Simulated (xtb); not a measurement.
H12Si5, charge -1, doublet, at a GFN2-xTB geometry (a state made from the parent by changing its charge; the spin is typed, not shown lowest). Base run: GFN2-xTB run with xtb 6.7.1.

xtb was given this input:
```
$ xtb mol.xyz --gfn 2 --chrg -1 --uhf 1 --json

# file mol.xyz
17

Si    -0.79113967    -0.67083817    -2.31540756
Si     0.19362179    -0.18379725    -0.15594283
Si     0.03425317     2.14107415    -0.10250667
Si    -1.53684297    -0.71472711     1.31269122
Si     2.13282393    -0.60276782     1.23481619
H     -2.02683165    -0.36924165    -3.10604988
H     -0.79623747    -2.15281036    -2.44559852
H      0.22542324    -0.24925937    -3.31670976
H      0.24194744     2.78267994     1.21014527
H     -1.26729931     2.70344548    -0.51254686
H      0.98178877     2.87073092    -0.96683123
H     -2.88861689    -0.27030488     0.92148006
H     -1.73840381    -2.15250721     1.57620834
H     -1.41590528    -0.15638911     2.67359757
H      2.23230566    -2.08376215     1.33725698
H      3.31962754    -0.24254063     0.41326230
H      2.67417422    -0.24525417     2.58468073
```

Variants of this job, named by their change:

```tsv
change	ΔE vs base (mEh)	G_solv (kcal/mol)	SCF cycles
base	0.000	-	14
alpb = cs2	-42.633	-26.76	14
gbsa = chcl3	-59.925	-37.63	15
etemp = 10000	-88.526	-	15
file = coord	0.000	-	14
etemp = 5000	-11.322	-	15
acc = 0.0001	0.000	-	23
```

ALPB and GBSA are two models with their own fitted parameters for each solvent, which aren't always the measured dielectric constant.
